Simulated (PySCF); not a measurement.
A structure optimised at PBE-D3(BJ)/def2-SVP, used in a PySCF frequency run:

```
Al
N 1 1.7665
H 2 1.0219 1 124.59
H 2 1.0221 3 110.91 1 180.00
Cl 1 2.1067 2 119.61 3 180.00
Br 1 2.2573 2 119.96 3 0.00
```

Question: Write its SMILES, formula and point group.

Answer: [NH2][Al]([Cl])[Br], AlBrClH₂N, Cs

Question: What are its rotational constants (standard atomic weights)?

Answer: 4.0842, 1.3151, 0.99481 GHz
